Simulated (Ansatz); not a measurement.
Basis-set extrapolation for CH7NOSi (`C[SiH](N)O`) (PBE0-D4/def2-TZVP geometry, frozen core, Ansatz). Multiplicity 1, RHF reference.

```csv
,def2-TZVPP,def2-QZVPP
HF,-460.376600,-460.394770
MP2 correlation,-0.761592,-0.818251
CCSD(T) correlation,-0.825436,not run
```

Energies in hartree. Use E(X) = E(∞) + A·exp(−7.88·√X) for Hartree–Fock and E(X) = E(∞) + B·X^(−2.97) for correlation, with X = 3 and 4, and add CCSD(T) minus MP2 of the smaller set to the MP2 limit.

Q: What is the CCSD(T) energy at the basis-set limit?

A: HF limit: -460.394770 + (-0.018170) × 0.13774 = -460.39727. MP2 limit: -0.818251 + (-0.056659) × 0.74074 = -0.86022. Higher-order term: -0.825436 − (-0.761592) = -0.06384. Total: -461.32133 hartree, 74.9 kcal/mol below CCSD(T)/def2-TZVPP.
